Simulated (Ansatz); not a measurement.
`O[B](F)[GeH2][SiH3]` + `[AlH2][O]C[SiH3]` → `[SiH3]C[O][AlH][SiH3]` + `O[B](F)[GeH3]`  (formal exchange of groups at the Si–Ge bond)

Gas-phase electronic energies from Ansatz, PBE0-D4/def2-TZVP geometries. CCSD(T)/CBS adds triple-zeta CCSD(T) − MP2 to the extrapolated MP2 energy (def2 sets, frozen cores). Functionals use def2-TZVPP. B3LYP here is the variant with VWN-RPA as its local correlation; programs differ in this. For Ge outer-core shells are correlated without core-valence functions, which leaves a few kJ/mol of doubt a bond. Scalar relativity is left out up to krypton. Each species was taken in one conformer, which may not be the lowest.

```json
{"level": "PBE-D4", "ΔE (kcal/mol)": "1.9", "difference from CCSD(T)/CBS": "-1.7"}
{"level": "r2SCAN-D4", "ΔE (kcal/mol)": "3.0", "difference from CCSD(T)/CBS": "-0.6"}
{"level": "PBE0-D4", "ΔE (kcal/mol)": "2.4", "difference from CCSD(T)/CBS": "-1.2"}
{"level": "B3LYP-D4", "ΔE (kcal/mol)": "3.3", "difference from CCSD(T)/CBS": "-0.3"}
{"level": "ωB97X-V", "ΔE (kcal/mol)": "3.1", "difference from CCSD(T)/CBS": "-0.5"}
{"level": "ωB97M-V", "ΔE (kcal/mol)": "4.1", "difference from CCSD(T)/CBS": "0.5"}
{"level": "B2PLYP", "ΔE (kcal/mol)": "4.0", "difference from CCSD(T)/CBS": "0.4"}
{"level": "PBE", "ΔE (kcal/mol)": "2.2", "difference from CCSD(T)/CBS": "-1.4"}
{"level": "r2SCAN", "ΔE (kcal/mol)": "3.1", "difference from CCSD(T)/CBS": "-0.5"}
{"level": "PBE0", "ΔE (kcal/mol)": "2.7", "difference from CCSD(T)/CBS": "-0.9"}
{"level": "B3LYP", "ΔE (kcal/mol)": "3.7", "difference from CCSD(T)/CBS": "0.1"}
{"level": "HF/def2-TZVPP", "ΔE (kcal/mol)": "4.2", "difference from CCSD(T)/CBS": "0.6"}
{"level": "MP2/def2-TZVPP", "ΔE (kcal/mol)": "4.7", "difference from CCSD(T)/CBS": "1.1"}
{"level": "SCS-MP2/def2-TZVPP", "ΔE (kcal/mol)": "4.5", "difference from CCSD(T)/CBS": "0.9"}
{"level": "CCSD/def2-TZVPP", "ΔE (kcal/mol)": "3.4", "difference from CCSD(T)/CBS": "-0.2"}
{"level": "CCSD(T)/def2-TZVPP", "ΔE (kcal/mol)": "3.2", "difference from CCSD(T)/CBS": "-0.4"}
{"level": "HF/def2-QZVPP", "ΔE (kcal/mol)": "4.1", "difference from CCSD(T)/CBS": "0.5"}
{"level": "MP2/def2-QZVPP", "ΔE (kcal/mol)": "5.0", "difference from CCSD(T)/CBS": "1.4"}
{"level": "SCS-MP2/def2-QZVPP", "ΔE (kcal/mol)": "4.6", "difference from CCSD(T)/CBS": "1.0"}
{"level": "HF/CBS(def2)", "ΔE (kcal/mol)": "4.1", "difference from CCSD(T)/CBS": "0.5"}
{"level": "MP2/CBS(def2)", "ΔE (kcal/mol)": "5.2", "difference from CCSD(T)/CBS": "1.6"}
{"level": "CCSD/CBS(def2)", "ΔE (kcal/mol)": "3.8", "difference from CCSD(T)/CBS": "0.2"}
{"level": "CCSD(T)/CBS", "ΔE (kcal/mol)": "3.6", "difference from CCSD(T)/CBS": "0"}
```

Largest T1 diagnostic among the species: 0.014.
